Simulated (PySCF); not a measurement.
# Dipole moment and polarisability of `Cc1cc(C(F)(F)F)sn1`

Compound: C5H4F3NS.
Numbering: `[CH3:1][c:2]1[cH:3][c:4]([C:5]([F:6])([F:7])[F:8])[s:9][n:10]1` (hydrogens: H11, H12, H13 on C1; H14 on C3)

Geometry (GFN2-xTB, Å), atoms numbered from 1 in this order:
```
atom  x, y, z in Å
C1    -2.5636   -0.1126   -0.0176
C2    -1.1537    0.3489    0.0839
C3    -0.0174   -0.4766   -0.0971
C4     1.1242    0.2599    0.0682
C5     2.5291   -0.2034   -0.0567
F6     3.3473    0.3672    0.8404
F7     2.6371   -1.5303    0.1096
F8     3.0543    0.0680   -1.2675
S9     0.7096    1.8971    0.4192
N10   -0.8807    1.6013    0.3557
H11   -3.2350    0.7173    0.1806
H12   -2.7501   -0.9095    0.7004
H13   -2.7568   -0.5023   -1.0157
H14   -0.0449   -1.5255   -0.3256
```

Level: wB97X-D/def2-SVPD (PySCF), static field, nuclei fixed, core orbitals frozen in the response. The polarisability tensor in these axes (au):

```
x   102.79   5.24   0.90
y     5.24  86.62   6.13
z     0.90   6.13  59.97
```

Give the principal values, the mean and the anisotropy Δα = √{½[(α1 − α2)² + (α2 − α3)² + (α1 − α3)²]}.

Principal values 58.63, 86.26 and 104.50 au; mean 83.13 au = 12.32 Å³ = 13.71 × 10⁻⁴⁰ C²·m²/J; Δα = 40.00 au (48 % of the mean).

What is the dipole moment, and where does it point?

(-2.08, -1.31, -0.23) D, 2.47 D in size, pointing from the negative to the positive side. Measured along this direction, the outermost atoms are F6 at the negative end and H12 and H13 at the positive end.

What depolarisation ratio follows for Rayleigh scattering of linearly polarised light, taking the static tensor?

ρ = 3Δα²/(45ᾱ² + 4Δα²) = 4800.2/(310981 + 6400.3) = 0.0151.

Traceless (Buckingham) quadrupole moment about the centre of nuclear charge: eigenvalues?

-8.52, -1.77, 10.30 D·Å. The values depend on the origin, since the dipole doesn't vanish. The electronic extent ⟨r²⟩ about the same centre is 1676 bohr², a root-mean-square distance of 2.36 Å for the 84 electrons.

How large is μ²/3kT at 273 K beside α?

In Gaussian units μ²/3kT = 53.92 Å³ against 12.32 Å³, a ratio of 4.38; the Debye molar polarisation (4π/3)N_A(α + μ²/3kT) is 167.1 cm³/mol, leaving out the vibrational part.

Geometry: GFN2-xTB; no solvent, vibrations or thermal averaging.
